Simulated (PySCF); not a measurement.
Compound: C₅H₁₁PSi.
SMILES with atom numbers: `[CH2:1]=[CH:2][CH2:3][P:4]1[CH2:5][C@@H:6]1[SiH3:7]` (hydrogens: H8, H9 on C1; H10 on C2; H11, H12 on C3; H13, H14 on C5; H15 on C6; H16, H17, H18 on Si7)

Structure used (GFN2-xTB), in Å, numbered top down from 1:
```xyz
18
C5H11PSi angstrom
C      2.6113   -0.0264    0.6506
C      2.1427    0.3723   -0.5190
C      1.2744   -0.4554   -1.3977
P     -0.4518    0.3096   -1.5078
C     -1.4544   -1.0548   -0.7893
C     -1.0282   -0.0285    0.2240
Si    -2.3145    1.1205    0.9843
H      3.2187    0.6117    1.2693
H      2.4186   -1.0168    1.0323
H      2.3536    1.3712   -0.8791
H      1.6675   -0.4650   -2.4190
H      1.2064   -1.4824   -1.0328
H     -2.4993   -1.0650   -1.0733
H     -1.0168   -2.0444   -0.7450
H     -0.2230   -0.3377    0.8842
H     -1.6257    2.2532    1.6023
H     -3.2257    1.5771   -0.0658
H     -3.0625    0.3670    1.9970
```

Computed with PySCF 2.14.0, density-fitted response routines, TDDFT PBE0/def2-SVPD, vertical, gas phase, core orbitals frozen in the response.

Ground-to-excited transition dipoles (e·a0, same axes as the geometry; the sign carries no meaning), for the states with f of 0.002 or more among the lowest 7:

```tsv
state	E (hartree)	μx	μy	μz
S1	0.2157	0.396	-0.289	0.109
S2	0.2313	-0.233	0.019	-0.367
S3	0.2327	0.366	0.062	0.291
S4	0.2407	-0.642	-0.038	-0.064
S5	0.2452	0.061	0.176	0.138
S6	0.2493	0.100	0.120	0.059
S7	0.2528	-1.047	-0.150	0.049
```

**Question.** Work out the oscillator strengths.

**Answer.** f = (2/3) ΔE |μ|² with ΔE in hartree (27.2114 eV).

```json
{"state": "S1", "|μ|² (au)": "0.252", "|μ| (D)": "1.28", "f": "0.036"}
{"state": "S2", "|μ|² (au)": "0.189", "|μ| (D)": "1.11", "f": "0.029"}
{"state": "S3", "|μ|² (au)": "0.223", "|μ| (D)": "1.20", "f": "0.035"}
{"state": "S4", "|μ|² (au)": "0.418", "|μ| (D)": "1.64", "f": "0.067"}
{"state": "S5", "|μ|² (au)": "0.054", "|μ| (D)": "0.59", "f": "0.009"}
{"state": "S6", "|μ|² (au)": "0.028", "|μ| (D)": "0.42", "f": "0.005"}
{"state": "S7", "|μ|² (au)": "1.121", "|μ| (D)": "2.69", "f": "0.189"}
```

**Question.** Which bond between heavy atoms lies closest to the direction of the S7 transition dipole?

**Answer.** C3–P4, at 33° from it; next P4–C5 at 49°.

**Question.** What angle do the transition dipoles of S1 and S2 make?

**Answer.** |cos θ| = |μa·μb| / (|μa| |μb|) = 0.63, so θ ≈ 51° (taken between 0 and 90°, since the signs are arbitrary).

**Question.** What peak molar absorption coefficient would the strongest computed level give as a lone Gaussian band 0.5 eV wide at half height?

**Answer.** ε(max) = 2.175×10⁸ f / FWHM, with the width in cm⁻¹. S7: 2.175×10⁸ × 0.1890 / 4033 ≈ 10000 L mol⁻¹ cm⁻¹.

On an Arm Neoverse V2 with one thread, shared host, this took 56 s wall (with the writing of density and orbital grids) and 1.0 GiB of memory at its peak.

One conformer stands for the species.
